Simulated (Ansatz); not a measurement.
Input file for Ansatz (a program for electronic structure): R-PBE/def2-TZVPP on tetrasilane (SMILES [SiH3][SiH2][SiH2][SiH3]).

Ansatz 0.2 input:
```yaml
crystal:
  periodic: [false, false, false]
  atoms:
    - {symbol: Si, position_ang: [2.82217235, -0.93503203, -0.05405561]}
    - {symbol: Si, position_ang: [0.48798122, -1.04069557, 0.12835676]}
    - {symbol: Si, position_ang: [-0.48725967, 1.04315084, -0.32146501]}
    - {symbol: Si, position_ang: [-2.82281989, 0.93320667, -0.16071337]}
    - {symbol: H, position_ang: [3.19575622, -0.51771833, -1.42751065]}
    - {symbol: H, position_ang: [3.45128173, -2.24768897, 0.23240911]}
    - {symbol: H, position_ang: [3.35201300, 0.06586077, 0.90382116]}
    - {symbol: H, position_ang: [0.10763748, -1.47012059, 1.49922542]}
    - {symbol: H, position_ang: [-0.04619113, -2.04459468, -0.82830663]}
    - {symbol: H, position_ang: [0.03779797, 2.04460564, 0.64270364]}
    - {symbol: H, position_ang: [-0.09635970, 1.47752338, -1.68778295]}
    - {symbol: H, position_ang: [-3.45116695, 2.24483044, -0.45332668]}
    - {symbol: H, position_ang: [-3.34143348, -0.06842708, -1.12399418]}
    - {symbol: H, position_ang: [-3.20940916, 0.51509952, 1.20890785]}
basis:
  gaussian:
    orbitals: def2-TZVPP
hamiltonian:
  xc: {name: PBE}
scf: {lower_state_search: off}
```

Q: Predict the final total energy.

A: -1163.3811 hartree.

Q: How many basis functions does it have, and what does it roughly cost on one machine?

A: 308 functions; very roughly 6 core-seconds.
